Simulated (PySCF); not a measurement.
C₃H₁₂Si₃, SMILES [SiH3][SiH2][SiH]1CCC1. The structure is a stationary point at PBE0-D3(BJ)/def2-SVP. This is a generated structure with no PubChem entry under its InChIKey; it may be hypothetical. The values are those of a single conformer.

Computed equilibrium geometry at PBE0-D3(BJ)/def2-SVP (PySCF confirms it by a frequency run) as Cartesian coordinates in Å, and its point group (one conformer of several):
point group Cs.
```xyz
18

Si    -0.9451     2.2130     0.0000
Si     1.1821     1.2252     0.0000
Si     0.9575    -1.1074     0.0000
C     -0.3869    -1.7205     1.1995
C     -1.3688    -1.6531     0.0000
C     -0.3869    -1.7205    -1.1995
H     -1.7071     1.7806    -1.2134
H     -0.8594     3.7062     0.0000
H     -1.7071     1.7806     1.2134
H      1.9320     1.6885    -1.2125
H      1.9320     1.6885     1.2125
H      2.3014    -1.7725     0.0000
H     -0.6666    -1.1486     2.0955
H     -0.1903    -2.7626     1.5002
H     -1.8938    -0.6833     0.0000
H     -2.1510    -2.4307     0.0000
H     -0.1903    -2.7626    -1.5002
H     -0.6666    -1.1486    -2.0955
```
